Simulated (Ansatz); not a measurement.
CH4FSeSn, SMILES `[CH3][Sn]([F])[SeH]` radical. The species carries charge 0 and has multiplicity 2. Sn takes the def2 core potential. Geometry: relaxed with PBE0-D4/def2-TZVP. It is one conformer, not always the lowest.

```xyz
8

C     0.712   -0.271   -1.270
Sn    0.433   -0.216    0.879
F    -0.856   -1.634    1.187
Se   -0.877    1.883    1.533
H     1.178    0.658   -1.596
H     1.334   -1.124   -1.534
H    -0.285   -0.376   -1.698
H    -1.640    1.081    2.499
```

Task: What is the dipole moment at PBE/def2-TZVPP? (Estimate.)

Result: The calculation gave: 2.38 D, with components (1.90, 0.79, -1.19) D in this frame, pointing from negative to positive charge.

Task: And with r2SCAN, B3LYP, ωB97M-V? (An estimate is asked.)

Result: Computed: r2SCAN 2.50 D, B3LYP 2.58 D, ωB97M-V 2.62 D.

Task: Give the Mulliken charges with PBE, ωB97M-V, B3LYP in def2-TZVPP. (Best estimate.)

Result: The calculation gave: 
| atom | PBE | ωB97M-V | B3LYP |
| --- | --- | --- | --- |
| C1 | -0.55 | -0.59 | -0.56 |
| Sn2 | 0.78 | 0.80 | 0.85 |
| F3 | -0.45 | -0.49 | -0.50 |
| Se4 | -0.28 | -0.29 | -0.29 |
| H5 | 0.13 | 0.15 | 0.13 |
| H6 | 0.14 | 0.15 | 0.13 |
| H7 | 0.15 | 0.17 | 0.15 |
| H8 | 0.09 | 0.10 | 0.08 |

B3LYP here is the variant with VWN-RPA as its local correlation; programs differ in this.
